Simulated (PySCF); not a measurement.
A structure optimised at PBE-D3(BJ)/def2-SVP, used in a PySCF frequency run:

```
Al
O 1 1.7029
C 2 1.4037 1 137.96
H 3 1.1131 2 110.40 1 120.79
H 3 1.1131 4 107.26 2 -120.33
H 3 1.1148 4 107.73 5 -115.73
N 1 1.7896 2 119.37 3 0.00
C 7 1.2133 2 151.05 3 0.00
O 8 1.1827 6 128.98 3 180.00
H 1 1.5742 2 118.52 3 180.00
```

Task: Write its SMILES, formula and point group.

Result: C[O][AlH][N]=C=O, C₂H₄AlNO₂, Cs

Task: What are its rotational constants (standard atomic weights)?

Result: 6.5546, 1.2988, 1.0916 GHz
